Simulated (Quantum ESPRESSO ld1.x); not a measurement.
Problem. Species: Hg LIII. Configuration: [Ar] 3d10. Calculated with ld1.x of Quantum ESPRESSO 7.5: Dirac Kohn-Sham, PBEsol, spin-unpolarised, spherical densities, point nucleus. Some entries of the table are withheld. Estimate them.

| orbital | occ. | eigenvalue (eV) | <r> (bohr) | <1/r> (bohr^-1) |
|---|---|---|---|---|
| 1s1/2 | 2 | -85957.9 | 0.01658 | 97.66 |
| 2s1/2 | 2 | (1) | 0.06908 | 24.10 |
| 2p1/2 | 2 | -16989.8 | 0.05678 | 24.04 |
| 2p3/2 | 4 | -15031.4 | 0.06539 | 19.46 |
| 3s1/2 | 2 | -6201.19 | 0.1764 | 9.039 |
| 3p1/2 | 2 | -5947.03 | 0.1665 | (2) |
| 3p3/2 | 4 | -5491.51 | 0.1811 | (3) |
| 3d3/2 | 4 | -5084.76 | 0.1568 | 7.638 |
| 3d5/2 | 6 | -4985.26 | 0.1613 | 7.369 |
| 4s1/2 | 0 | -3093.28 | 0.3465 | (4) |
| 4p1/2 | 0 | -2983.95 | 0.3411 | 4.405 |
| 4p3/2 | 0 | -2824.20 | 0.3612 | 3.988 |

Solution. 
(1) 2s1/2 eigenvalue (eV): -17571.2
(2) 3p1/2 <1/r> (bohr^-1): 8.947
(3) 3p3/2 <1/r> (bohr^-1): 7.758
(4) 4s1/2 <1/r> (bohr^-1): 4.471
